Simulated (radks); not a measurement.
Results of a calculation; reference values are marked as such.
The silicon anion Si4-, [Ar], held by a Watson sphere: a shell of charge +4 at radius R that stands for the Madelung well of a crystal (potential energy -4/R inside, -4/r outside, in hartree with lengths in bohr). Code: a radial shooting solver on a logarithmic mesh with Libxc functionals. Model: non-relativistic Kohn-Sham, PBEsol, spin-polarised, spherical densities, point nucleus. Response by self-consistent Sternheimer equations with the Hartree and adiabatic LDA kernel. The sphere does not respond.

| R (bohr) | e(2p) (eV) | e(3s) (eV) | e(3p) (eV) | <r> 3p (bohr) | sum of <r^2> (bohr^2) | X-ray form factor at sin(theta)/lambda = 0.1 1/angstrom | alpha (bohr^3) |
|---|---|---|---|---|---|---|---|
| 2.18 | -92.180 | -14.580 | -7.585 | 2.484 | 56.29 | 14.673 | 37.52 |
| 2.26 | -92.017 | -14.271 | -7.432 | 2.527 | 58.03 | 14.594 | 39.78 |
| 2.31 | -91.940 | -14.081 | -7.336 | 2.554 | 59.14 | 14.545 | 41.28 |
| 2.39 | -91.851 | -13.784 | -7.181 | 2.597 | 60.95 | 14.466 | 43.81 |
| 2.75 | -91.762 | -12.560 | -6.494 | 2.794 | 69.50 | 14.114 | 57.50 |
| 3.59 | -92.135 | -10.412 | -5.086 | 3.258 | 91.72 | 13.368 | 108.6 |
| 4.46 | -92.396 | -9.061 | -4.011 | 3.753 | 118.3 | 12.757 | 204.9 |
| 4.53 | -92.408 | -8.983 | -3.941 | 3.793 | 120.6 | 12.716 | 215.2 |
